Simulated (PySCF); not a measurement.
**Dipole moment and polarisability of `N#CB1C=CC=CC=C1`**

Species: C7H6BN.
Numbering: `[N:1]#[C:2][B:3]1[CH:4]=[CH:5][CH:6]=[CH:7][CH:8]=[CH:9]1` (hydrogens: H10 on C4; H11 on C5; H12 on C6; H13 on C7; H14 on C8; H15 on C9)

Structure used (PBE0-D3(BJ)/def2-SVP), in Å, numbered top down from 1:
```xyz
15
C7H6BN angstrom
N      0.1291    4.0691   -0.3102
C      0.0800    2.9122   -0.2251
B      0.0137    1.3611   -0.1117
C     -1.3660    0.7164   -0.1094
C     -1.6746   -0.6210   -0.0226
C     -0.8059   -1.7383    0.0856
C      0.5683   -1.7932    0.1348
C      1.5285   -0.7488    0.0926
C      1.3338    0.6085   -0.0118
H     -2.2363    1.3789   -0.1855
H     -2.7383   -0.8879   -0.0376
H     -1.3119   -2.7077    0.1380
H      0.9905   -2.7996    0.2204
H      2.5661   -1.0991    0.1527
H      2.2571    1.1997   -0.0233
```

Level: wB97X-D/def2-SVPD (PySCF), static field, nuclei fixed, core orbitals frozen in the response. The polarisability tensor in these axes (au):

```
x   108.94   1.71   1.56
y     1.71 146.03  -6.38
z     1.56  -6.38  58.44
```

Q: What are the eigenvalues, a third of the trace, and Δα (Δα² = ½Σ(αi − αj)² over the three pairs)?

A: Principal values 57.92, 108.93 and 146.56 au; mean 104.47 au = 15.48 Å³ = 17.22 × 10⁻⁴⁰ C²·m²/J; Δα = 77.06 au (74 % of the mean).

Q: What is the dipole moment, and where does it point?

A: (-0.27, -6.33, 0.46) D, 6.35 D in size, pointing from the negative to the positive side. Measured along this direction, the outermost atoms are N1 at the negative end and H12 and H13 at the positive end.

Q: What depolarisation ratio follows for Rayleigh scattering of linearly polarised light, taking the static tensor?

A: ρ = 3Δα²/(45ᾱ² + 4Δα²) = 17813.6/(491133 + 23751.5) = 0.0346.

Q: Refractivity n − 1 of an ideal gas of it at 400 K and 1 atm, from the electronic α?

A: N = p/kT = 1.8347 × 10¹⁹ cm⁻³, so n − 1 = 2π × N × 15.48 × 10⁻²⁴ cm³ = 1785 × 10⁻⁶ at long wavelengths.

Q: Find the Langevin capture rate constant for H3O+ (19.018 u) meeting this molecule (115.059 u), k = 2.342 × 10⁻⁹ cm³/s × √(α in Å³ / reduced mass in u).

A: The reduced mass is 16.32 u, so k = 2.28 × 10⁻⁹ cm³/s. The formula leaves out the permanent dipole, which adds to the capture rate.

Q: Orientational against electronic polarisability at 273 K (dilute gas, rigid molecules)?

A: In Gaussian units μ²/3kT = 357.03 Å³ against 15.48 Å³, a ratio of 23.06; the Debye molar polarisation (4π/3)N_A(α + μ²/3kT) is 939.7 cm³/mol, leaving out the vibrational part.

Geometry: PBE0-D3(BJ)/def2-SVP; no solvent, vibrations or thermal averaging.
